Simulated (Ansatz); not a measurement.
# What each rung costs, and what it gives

Saddle point of SiN2H10O, singlet (SiH₄O ([OH][SiH3]) + NH₃ + NH₃ → SiNH₅ ([NH2][SiH3]) + H₂O + NH₃; bonds formed: Si1–N7, O2–H8, H6–N9; bonds broken: Si1–O2, H6–N7, H8–N9), PBE0-D4/def2-TZVP structure:

```xyz
14
angstrom
Si 0.5028 1.2000 -0.1456
O 0.2637 0.4683 1.5215
H 0.7374 2.6768 -0.3328
H 2.0035 0.8476 0.0576
H -1.0442 1.3146 -0.1158
H -0.5985 -1.2268 -0.3690
N 0.3731 0.0421 -1.5015
H -0.4149 -0.5551 1.2108
N -1.0078 -1.4265 0.5711
H 1.1380 0.2315 1.8544
H -0.3488 0.2524 -2.1798
H 1.2351 -0.1975 -1.9740
H -0.8355 -2.3840 0.8522
H -2.0040 -1.2434 0.5509
```

Barriers are electronic and count from the start structure reached by relaxing down the imaginary mode.

Program: Ansatz 0.2.0. Basis: as named in each row. Cores are frozen in the correlated methods. B3LYP uses VWN-RPA correlation. Extrapolation: Hartree–Fock as exp(−7.88 √X), correlation as X^−2.97.

Times are rough, for one single point on 8 threads of a shared host (Oxide Virtual Turin-like).

The estimate by CCSD(T) at an estimated basis limit (MP2 extrapolated from triple and quadruple zeta, plus CCSD(T) − MP2 in triple zeta) is 29.19 kcal/mol.

| method | basis | time (s) | barrier (kcal/mol) | method less estimate |
| --- | --- | --- | --- | --- |
| HF | STO-3G | under 1 | 41.61 | 12.42 |
| PBE-D4 | STO-3G | under 1 | -4.47 | -33.66 |
| SPW92 | def2-SVP | under 1 | 5.71 | -23.48 |
| B3LYP-D4 | 6-31G | under 1 | 16.00 | -13.19 |
| PBE-D4 | def2-SVP | under 1 | 17.08 | -12.11 |
| PBE0-D4 | def2-SVP | under 1 | 20.47 | -8.72 |
| SPW92 | def2-TZVPP | 1 | 11.65 | -17.54 |
| BLYP-D4 | def2-TZVPP | 2 | 26.48 | -2.71 |
| PBE-D4 | def2-TZVPP | 2 | 22.39 | -6.80 |
| r2SCAN-D4 | def2-TZVPP | 2 | 24.11 | -5.08 |
| BHLYP-D4 | def2-TZVPP | 2 | 31.37 | 2.18 |
| wB97M-V | def2-SVP | 2 | 23.17 | -6.02 |
| PBE0-D4 | def2-TZVPP | 2 | 24.97 | -4.22 |
| B3LYP-D4 | def2-TZVPP | 2 | 28.16 | -1.04 |
| CAM-B3LYP-D4 | def2-TZVPP | 2 | 27.90 | -1.29 |
| r2SCAN0-D4 | def2-TZVPP | 3 | 25.98 | -3.21 |
| CCSD(T) | def2-SVP | 3 | 27.42 | -1.77 |
| wB97X-V | def2-TZVPP | 4 | 28.64 | -0.55 |
| RPA on PBE | def2-TZVPP | 4 | 30.44 | 1.25 |
| PBE-QIDH | def2-TZVPP | 4 | 27.02 | -2.17 |
| B2PLYP | def2-TZVPP | 4 | 29.57 | 0.38 |
| B97M-V | def2-TZVPP | 4 | 26.55 | -2.65 |
| wB97M-V | def2-TZVPP | 4 | 28.35 | -0.84 |
| MP2 | def2-QZVPP | 12 | 27.71 | -1.48 |
| CCSD(T) | def2-TZVPP | 68 | 29.28 | 0.09 |

All methods are single points on the PBE0-D4 structures; a negative value means that the method puts the saddle structure below the start.

The T1 diagnostic stays at or below 0.011.

Labels in which every atom is bracketed show which atoms are joined, not bond orders.
